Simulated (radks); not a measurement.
Problem. Valence configurations of Tb IV (all share [Xe]). Calculated with a radial shooting solver on a logarithmic mesh with Libxc functionals: scalar-relativistic Kohn-Sham, PBE, spin-unpolarised, spherical densities, finite nucleus; Fermi nuclear charge, rms radius 5.06 fm. Order these by energy: 4f6 6p2; 4f6.5 6s1.5; 4f5 5d2 6p1; 4f7.5 6s0.5; 4f7 5d0.5 6s0.5; 4f5 5d3; 4f7 5d1; 4f7.5 6p0.5; 4f6 5d2; 4f8.

Solution. From the lowest, in eV above it: 4f8 0.000; 4f7.5 6s0.5 6.628; 4f7.5 6p0.5 9.425; 4f7 5d1 12.083; 4f7 5d0.5 6s0.5 13.589; 4f6.5 6s1.5 26.145; 4f6 5d2 29.862; 4f6 6p2 52.073; 4f5 5d3 53.995; 4f5 5d2 6p1 65.740. NIST lists [Xe] 4f8 as the ground configuration; this level of theory agrees among the configurations tried. The energies are those of spherical spin-averaged densities, not of single terms.
